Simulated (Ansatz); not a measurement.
System: sum formula BSiH$_{2}$F$_{2}$ (charge 0, doublet). It need not be the lowest isomer of its formula. SMILES: FB(F)[SiH2]
Coordinates optimised at B3LYP-D3(BJ)/def2-TZVP (Ansatz, a first-principles code):
```xyz
6

F      1.3555    -0.9579     0.1600
B      0.5236     0.0707     0.0619
F      1.0654     1.2815     0.0573
Si    -1.4340    -0.1942    -0.1843
H     -2.0071    -1.4959     0.2137
H     -2.3239     0.9494     0.1015
```
Charge 0, spin multiplicity 2.

Computed values are from Ansatz. Cores are frozen in the correlated levels unless marked. Open shells are spin-unrestricted. Spin-orbit coupling is left out. Non-relativistic. Basis-set limits of correlation are two-point, X^-3; Hartree-Fock from the larger set.

### Question
What is the atomisation energy De at CCSD(T)/CBS(aug-cc-pV(T+d)Z,aug-cc-pV(Q+d)Z)?

### Answer
523.3 kcal/mol.

### Question
What is the T1 diagnostic at CCSD/aug-cc-pV(Q+d)Z?

### Answer
0.015.

### Question
What is the total energy at CCSD(T)/CBS(aug-cc-pV(T+d)Z,aug-cc-pV(Q+d)Z)?

### Answer
-514.7074 Eh.

### Question
What is the dipole moment at CCSD(T)/aug-cc-pV(D+d)Z?

### Answer
1.35 D.
